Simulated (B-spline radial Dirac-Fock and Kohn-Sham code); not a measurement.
## Total and shell-resolved photoionisation of La⁷⁺

System: lanthanum as La⁷⁺ in the configuration [Kr] 4d10 5s2 5p2.

Input of the calculation (task.json; shells as n, l, electrons):

```json
{"items": [{
  "Z": 57,
  "q": 7,
  "cfg": [[1, 0, 2], [2, 0, 2], [2, 1, 6], [3, 0, 2], [3, 1, 6], [3, 2, 10], [4, 0, 2], [4, 1, 6], [4, 2, 10], [5, 0, 2], [5, 1, 2]],
  "A": 139,
  "rrms": 4.855,
  "do": ["binding", "quiet", "photo", "scan"],
  "hv": [25.5, 47.5, 61.3, 71.4, 95.6, 141.0, 144.0, 199.0, 242.0, 479.0, 526.0, 675.0, 904.0, 2160.0, 2690.0, 3950.0, 4430.0, 5600.0, 27200.0, 59200.0, 66800.0, 73000.0, 84100.0, 151000.0]
}]}
```

Launch: `python xray_run.py task.json out`

Model: independent-particle photoionisation in a Dirac-Hartree-Slater potential with a Latter tail, all multipoles, thresholds from Dirac-Fock ΔSCF. Program: a B-spline atomic structure program.

Computed thresholds (eV): K 39029.9, L1 6377.6, L2 5997.4, L3 5589.4, M1 1473.0, M2 1312.8, M3 1231.6, M4 954.6, M5 937.8, N1 384.0, N2 322.7, N3 305.3, N4 203.3, N5 200.3, O1 121.8, O2 105.0, O3 101.6.

| photon energy (eV) | total (b) | K (%) | L (%) | M (%) | N (%) | O (%) |
| --- | --- | --- | --- | --- | --- | --- |
| 141 | 241300 | – | – | – | – | 100.0 |
| 144 | 235400 | – | – | – | – | 100.0 |
| 199 | 163800 | – | – | – | – | 100.0 |
| 242 | 976700 | – | – | – | 86.8 | 13.2 |
| 479 | 1.189e+06 | – | – | – | 95.9 | 4.1 |
| 526 | 1.065e+06 | – | – | – | 96.0 | 4.0 |
| 675 | 754100 | – | – | – | 96.0 | 4.0 |
| 904 | 464800 | – | – | – | 95.9 | 4.1 |
| 2160 | 475000 | – | – | 83.6 | 15.6 | 0.9 |
| 2690 | 279300 | – | – | 83.2 | 15.9 | 1.0 |
| 3950 | 106900 | – | – | 82.4 | 16.5 | 1.2 |
| 4430 | 79820 | – | – | 82.2 | 16.6 | 1.2 |
| 5600 | 126700 | – | 65.6 | 28.1 | 5.8 | 0.5 |
| 27200 | 2925 | – | 79.4 | 16.5 | 3.7 | 0.5 |
| 59200 | 2049 | 84.2 | 12.5 | 2.6 | 0.6 | 0.1 |
| 66800 | 1475 | 84.5 | 12.3 | 2.5 | 0.6 | 0.1 |
| 73000 | 1156 | 84.6 | 12.2 | 2.5 | 0.6 | 0.1 |
| 84100 | 781.7 | 84.9 | 12.0 | 2.5 | 0.6 | 0.1 |
| 151000 | 150.5 | 85.4 | 11.5 | 2.4 | 0.5 | 0.1 |

Question: With what power of the photon energy does the total fall between 84100 and 151000 eV?

Answer: As E^-2.82. The non-relativistic Born limit for an s electron far above threshold is E^-3.5; near threshold and at relativistic energies the fall is slower.

Run: 6.5 s of CPU time on 1 thread of AMD EPYC 7R43 64-Core Processor (shared host), peak memory 0.36 GiB.
